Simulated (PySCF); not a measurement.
C₅H₅N, SMILES C#CC(N)=C=C.

Geometry: B3LYP-D3(BJ)/def2-SVP. This is a generated structure with no PubChem entry under its InChIKey; it may be hypothetical. One conformer was computed; it need not be the lowest.

Two levels are set side by side: TDDFT-PBE/def2-SVPD (PySCF) and TDDFT-PBE0/def2-SVPD (PySCF). Vertical, same geometry. The lowest singlet is HOMO→LUMO 59 %, HOMO→LUMO+1 40 % with PBE and HOMO→LUMO+1 90 % with the other functional; states are paired by order. Differences are taken from unrounded values.

```csv
quantity,TDDFT-PBE0
lowest singlet excitation (eV),4.18
lowest triplet excitation (TDA) (eV),3.24
first bright state (f over 0.05) (eV),5.22
its oscillator strength,0.26
```

**Question.** What does TDDFT-PBE give, and how far is it from TDDFT-PBE0? (Estimate from the structure and the level; the computed values follow.)

**Answer.** 
| quantity | TDDFT-PBE | TDDFT-PBE minus TDDFT-PBE0 |
|---|---|---|
| lowest singlet excitation (eV) | 3.81 | -0.37 |
| lowest triplet excitation (TDA) (eV) | 3.16 | -0.08 |
| first bright state (f over 0.05) (eV) | 4.72 | -0.50 |
| its oscillator strength | 0.18 | -0.09 |

A lower first singlet is the usual sign of a functional without exact exchange. Differences between two approximate levels are no errors against the true value.

Rough cost on one machine, each run with all the roots and properties that it gave: TDDFT-PBE0 against TDDFT-PBE about 4 times.
